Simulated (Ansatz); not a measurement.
CH$_{6}$N$_{2}$SeSi, SMILES `NC(=[Se])N[SiH3]`, relaxed with RKS PBE0-D4/def2-TZVP in Ansatz from a PBE-D4/def2-SVP geometry. The force threshold is 0.005 eV/Å; the program also tests the step.

Total charge 0; spin multiplicity 1.

Start:

```xyz
11

N     0.610    0.653   -1.972
C     0.522    0.507   -0.627
Se    1.590    1.444    0.536
N    -0.399   -0.364   -0.125
Si   -0.573   -0.595    1.646
H     1.308    1.297   -2.339
H     0.037    0.123   -2.630
H    -0.999   -0.882   -0.777
H    -1.052    0.635    2.351
H     0.641   -1.198    2.280
H    -1.684   -1.622    1.657
```

Problem. How much energy does the relaxation release, and in how many steps? (Estimate.)

Solution. Computed: 0.06 eV, in 5 steps.

Problem. Which bonds change most? (An estimate is asked.)

Solution. The calculation gave: N4–Si5 from 1.795 to 1.765 Å; Si5–H11 from 1.513 to 1.493 Å; Si5–H9 from 1.497 to 1.477 Å; Si5–H10 from 1.496 to 1.477 Å.

Problem. Give the relaxed structure. (Estimate.)

Solution. The calculation gave: 
```xyz
11

N     0.606    0.636   -1.945
C     0.519    0.504   -0.615
Se    1.582    1.440    0.531
N    -0.390   -0.354   -0.118
Si   -0.572   -0.592    1.622
H     1.285    1.276   -2.316
H     0.023    0.120   -2.582
H    -0.973   -0.866   -0.766
H    -1.041    0.625    2.316
H     0.630   -1.185    2.243
H    -1.669   -1.605    1.632
```
